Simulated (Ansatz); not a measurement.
A geometry relaxed with CAM-B3LYP-D3(BJ)/def2-TZVP in Ansatz (a program for electronic structure), charge 0, multiplicity 1:

```xyz
7

H     -1.2308     1.7601    -0.0391
Ga     0.1502    -0.1654     0.0038
H     -1.9323    -1.2580     0.0182
O     -0.2932     1.5567    -0.0319
O      1.8658    -0.5768     0.0179
O     -1.0053    -1.5059     0.0265
H      2.4456     0.1892     0.0047
```

Problem. Write the SMILES of this molecule.

Solution. `[OH][Ga]([OH])[OH]`
